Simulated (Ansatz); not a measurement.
Consider the redistribution: `[NH2][Ga]([OH])[OH]` + `BCBCC` → `C[CH2][Ga]([OH])[OH]` + `BCBN`.

Computed with Ansatz on PBE0-D4/def2-TZVP structures; ΔE is electronic, products minus reactants. CBS: MP2 limit from def2 TZ/QZ plus the TZ coupled-cluster correction, frozen cores. Functionals use def2-TZVPP. B3LYP here is the variant with VWN-RPA as its local correlation; programs differ in this. For Ga outer-core shells are correlated without core-valence functions, which leaves a few kJ/mol of doubt a bond. Scalar relativity is left out up to krypton. Each species was taken in one conformer, which may not be the lowest.

Problem. Is it downhill or uphill in electronic energy at CCSD(T)/CBS, and by how much? (Best estimate.)

Solution. The calculation gave: Downhill: ΔE = -22.4 kcal/mol.

Problem. What do these levels give: B3LYP-D4, r2SCAN, PBE0, SCS-MP2/def2-TZVPP, MP2/CBS(def2), CCSD/CBS(def2)? (Estimate.)

Solution. Computed: B3LYP-D4 -23.8, r2SCAN -23.0, PBE0 -23.1, SCS-MP2/def2-TZVPP -21.7, MP2/CBS(def2) -22.5, CCSD/CBS(def2) -21.8 kcal/mol.

Largest T1 diagnostic among the species: 0.013.

In def2-TZVPP, CCSD(T) changes the Hartree–Fock value by −3.3 kcal/mol (the triples alone add −0.6 kcal/mol) and MP2 by −3.4 kcal/mol. From PBE to PBE0 (25 % exact exchange), in def2-TZVPP and without D4, ΔE moves by +1.4 kcal/mol.
